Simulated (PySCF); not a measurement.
Selenium: highly charged ions in a basis for the neutral atom

Se²⁴⁺ [Ne], Se²⁵⁺ [He] 2s2 2p5. Computed with PySCF 2.14 in cc-pVDZ-DK, with the spin-free X2C one-electron Hamiltonian (Gaussian nucleus). No spin-orbit coupling, so a gap to NIST mixes the basis error with missing relativistic terms.

Changed run: basis of the neutral atom used for a highly charged ion. This setting is unsound on purpose.

```json
{"species": "Se²⁴⁺", "method": "UHF", "sound run (hartree)": "not run", "changed run (hartree)": "-2055.95364", "converged": "yes"}
{"species": "Se²⁴⁺", "method": "M06-L", "sound run (hartree)": "not run", "changed run (hartree)": "-2056.53204", "converged": "yes"}
{"species": "Se²⁴⁺", "method": "B3LYP", "sound run (hartree)": "not run", "changed run (hartree)": "-2056.19726", "converged": "yes"}
{"species": "Se²⁵⁺", "method": "UHF", "sound run (hartree)": "not run", "changed run (hartree)": "-1961.92799", "converged": "yes"}
{"species": "Se²⁵⁺", "method": "M06-L", "sound run (hartree)": "not run", "changed run (hartree)": "-1962.45542", "converged": "yes"}
{"species": "Se²⁵⁺", "method": "B3LYP", "sound run (hartree)": "not run", "changed run (hartree)": "-1962.15912", "converged": "yes"}
```

Ionisation energy of Se²⁴⁺:

| method | changed run (eV) | NIST (eV) |
| --- | --- | --- |
| UHF | 2558.6 | 2540.7 ± 1.4 |
| M06-L | 2560.0 | 2540.7 ± 1.4 |
| B3LYP | 2558.9 | 2540.7 ± 1.4 |

The contracted functions were made for the neutral atom and can be too rigid for a highly charged ion.
